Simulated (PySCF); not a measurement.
This PySCF input asks for the NMR shieldings of SMILES C=C(OCC)B(F)F, C$_{4}$H$_{7}$BF$_{2}$O; the geometry comes from GFN2-xTB.

```python
import basis_set_exchange as bse
import numpy as np
from pyscf import gto, dft
from pyscf.prop import nmr

atoms = """
C     0.894226   -1.521545    0.993141
C     1.112980   -0.362217    0.355127
O     0.148295    0.449360   -0.157444
C    -1.208774    0.065103   -0.020259
C    -2.055454    1.146012   -0.672185
B     2.571815    0.168141    0.144383
F     3.619906   -0.504330    0.581181
F     2.868592    1.293066   -0.465653
H    -0.081528   -1.937359    1.168823
H     1.732549   -2.083780    1.358765
H    -1.373282   -0.904025   -0.511089
H    -1.462074   -0.035045    1.044157
H    -3.109130    0.895823   -0.589458
H    -1.873156    2.099572   -0.184858
H    -1.789379    1.239211   -1.721235
"""
names = dict.fromkeys(["C", "O", "B", "F", "H"], "pcSseg-1")
basis = {el: gto.basis.parse(bse.get_basis(n, elements=[el], fmt="nwchem")) for el, n in names.items()}
mol = gto.M(atom=atoms, basis=basis, charge=0, verbose=0)
mf = dft.RKS(mol, xc="PBE0")
mf.grids.level = 2
mf.grids.alignment = dft.numint.BLKSIZE   # the property module wants whole blocks of grid points
mf.conv_tol = 1e-9
mf.kernel()

calc = nmr.RKS(mf)   # GIAO
C = mf.mo_coeff
Co = C[:, mf.mo_occ > 0]
resp = mf.gen_response(singlet=True, hermi=2)
def vind(x):   # induced exchange potential for any number of trial vectors
    d = np.einsum("pi,xij,qj->xpq", C, 2 * x.reshape(-1, C.shape[1], Co.shape[1]), Co, optimize=True)
    return np.einsum("xpq,pi,qj->xij", resp(d - d.transpose(0, 2, 1)), C, Co, optimize=True).ravel()
mo1, _ = nmr.rhf.solve_mo1(calc, with_cphf=vind)
sigma = calc.kernel(mo1)
for i, s in enumerate(sigma):   # ppm
    w = np.linalg.eigvalsh((s + s.T) / 2)
    print("%2d %-2s iso %8.1f  s11 %8.1f  s22 %8.1f  s33 %8.1f" % (i, mol.atom_pure_symbol(i), w.mean(), *w))
```

Q: Give the expected output.

A: 
```
 0 C  iso     75.3  s11    -34.1  s22     85.9  s33    174.3
 1 C  iso     23.2  s11    -79.4  s22     39.6  s33    109.4
 2 O  iso    185.4  s11     69.4  s22    211.3  s33    275.6
 3 C  iso    120.8  s11    100.3  s22    102.0  s33    160.2
 4 C  iso    169.8  s11    155.1  s22    168.8  s33    185.4
 5 B  iso     79.2  s11     71.2  s22     82.8  s33     83.5
 6 F  iso    263.8  s11    100.2  s22    312.9  s33    378.2
 7 F  iso    257.6  s11     92.6  s22    293.4  s33    386.7
 8 H  iso     26.6  s11     23.5  s22     24.8  s33     31.6
 9 H  iso     26.2  s11     24.8  s22     24.8  s33     29.1
10 H  iso     28.0  s11     23.8  s22     28.3  s33     32.0
11 H  iso     28.0  s11     23.8  s22     28.3  s33     32.0
12 H  iso     30.6  s11     26.4  s22     27.9  s33     37.4
13 H  iso     30.1  s11     26.3  s22     28.3  s33     35.8
14 H  iso     30.1  s11     26.3  s22     28.2  s33     35.8
```

These numbers come from an equivalent density-fitted implementation of the same equations, which agrees with the script to about 0.01 ppm for H and up to a few tenths of a ppm for heavy atoms, so last digits may differ.

Size and cost of the density-fitted run: 171 basis functions, 29 s wall time on 1 thread of an Arm Neoverse V1, shared host; peak memory 0.76 GiB.
